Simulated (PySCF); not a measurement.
AlF2H3O2Si.

```xyz
9

Si    -1.2367    -0.2965     0.0263
F     -1.8291     0.5906     1.2569
F     -1.8332     0.3477    -1.3458
Al     1.1721    -0.1182     0.0114
O      2.0453    -1.5747     0.0463
O      1.8471     1.4355    -0.0305
H     -1.8329    -1.6532     0.1529
H      2.9857    -1.7585     0.0459
H      2.7447     1.7686    -0.0410
```
Charge 0, spin multiplicity 1.

Geometry: ωB97X-D3(BJ)/def2-SVP. The structure was generated by enumeration; whether it is a known compound was not checked. One conformer was computed; it need not be the lowest.

Level of theory: HF/pcSseg-1 (PySCF). Non-relativistic, no solvent.

Give the absolute GIAO shielding of each atom: isotropic value and principal components (ppm). (An estimate is asked for; the answer gives what the named calculation found.)


| atom | σ(iso) | σ11 | σ22 | σ33 | span |
|---|---|---|---|---|---|
| Si1 | 389.1 | 329.3 | 370.9 | 467.2 | 137.9 |
| F2 | 363.2 | 264.8 | 374.6 | 450.2 | 185.4 |
| F3 | 364.2 | 266.4 | 375.2 | 451.0 | 184.6 |
| Al4 | 485.0 | 430.5 | 489.4 | 535.1 | 104.6 |
| O5 | 308.0 | 260.3 | 296.0 | 367.5 | 107.1 |
| O6 | 312.1 | 266.6 | 297.5 | 372.1 | 105.5 |
| H7 | 27.0 | 24.1 | 24.5 | 32.3 | 8.2 |
| H8 | 29.6 | 21.5 | 22.1 | 45.1 | 23.6 |
| H9 | 29.5 | 21.3 | 21.9 | 45.4 | 24.1 |
